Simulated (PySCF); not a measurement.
## A search over the determinants of GaBi⁺

Unrestricted PBE0; PySCF, scalar-relativistic core potentials, basis sets Ga cc-pVDZ-PP with ECP10, Bi cc-pVDZ-PP with ECP60. Outer shells of the fragments: Ga+ 3d10 4s2; Bi 5d10 6s2 6p3.

Followed along the bond (rough minima from three points):

```json
{"2Ms+1": "4", "unpaired": "σ ↑, π ↑↑", "⟨S²⟩ at the start": "3.76", "R at minimum (Å)": "3.00", "Te (eV)": "0.00"}
{"2Ms+1": "2", "unpaired": "σ ↓, π ↑↑", "⟨S²⟩ at the start": "1.76", "R at minimum (Å)": "2.93", "Te (eV)": "0.48"}
{"2Ms+1": "2", "unpaired": "σ ↑, π ↑↓", "⟨S²⟩ at the start": "1.76", "R at minimum (Å)": "2.95", "Te (eV)": "0.56"}
{"2Ms+1": "2", "unpaired": "σ ↑", "⟨S²⟩ at the start": "0.76", "R at minimum (Å)": "2.90", "Te (eV)": "1.37"}
{"2Ms+1": "2", "unpaired": "π ↑", "⟨S²⟩ at the start": "0.75", "R at minimum (Å)": "none in the scan", "Te (eV)": "≤ 0.90"}
```

Solutions found at the starting distance of 2.765 Å, counted from the lowest of them; the search is not exhaustive and high or unbound solutions are not listed, so other states can lie among these:

| 2Ms+1 | unpaired | term | E (eV) | ⟨S²⟩ | ⟨Lz²⟩ | μ (D) |
| --- | --- | --- | --- | --- | --- | --- |
| 4 | σ ↑, π ↑↑ | ⁴Σ⁻ | 0.00 | 3.76 | 0.00 | -4.10 |
| 2 | σ ↓, π ↑↑ | mixed | 0.45 | 1.76 | 0.00 | -4.02 |
| 2 | σ ↑, π ↑↓ | mixed | 0.53 | 1.76 | 2.01 | -3.95 |
| 2 | π ↑ | ²Π | 1.23 | 0.75 | 1.00 | -1.95 |
| 2 | σ ↑ | mixed | 1.32 | 0.76 | 2.00 | -3.57 |
| 2 | π ↑ | ²Π | 1.59 | 0.77 | 1.01 | -5.04 |

A term symbol is given only where ⟨S²⟩ and ⟨Lz²⟩ are close to those of a pure state; real π, δ and φ orbitals otherwise mix terms. A positive dipole points towards Bi; it is taken about the centre of mass and depends on that origin.

These are scalar-relativistic numbers at best; spin–orbit coupling would shift them, the dissociation energy most.
